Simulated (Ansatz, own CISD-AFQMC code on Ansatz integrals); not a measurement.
C3H5N, SMILES `C=CN=C` (C–C–N–C torsion 180°) (charge 0, multiplicity 1).

Z-matrix (Å, degrees):
```
C
C 1 1.3301
H 2 1.0809 1 121.10
H 2 1.0819 3 118.48 1 180.00
H 1 1.0926 2 120.98 3 0.00
N 1 1.3976 5 117.71 2 180.00
C 6 1.2682 1 118.08 5 0.07
H 7 1.0865 6 119.38 1 179.99
H 7 1.0970 8 117.46 6 180.00
```
Charge 0, multiplicity 1.

Frozen-core correlation energies in cc-pVDZ at a geometry from B3LYP-D3(BJ)/def2-TZVP, on an HF energy of -170.92672 Ha (<S^2> = 0.00, restricted and unstable towards unrestricted orbitals). Wave-function levels are from Ansatz, the walk from an own CISD-AFQMC code on Ansatz integrals (time step 0.005/Ha, trial state from CCSD amplitudes, largest double 0.11).

```json
[
 {"level": "MP2", "correlation energy (mHa)": "-559.3"},
 {"level": "CCSD", "correlation energy (mHa)": "-599.4"},
 {"level": "CCSD(T)", "correlation energy (mHa)": "-621.9"}
]
```

What correlation energy does phaseless AFQMC give, and where does it lie among these levels?

-623.7 ± 0.4 mHa (one standard error). AFQMC minus each level: MP2 -64.4 mHa, CCSD -24.3 mHa, CCSD(T) -1.8 mHa.
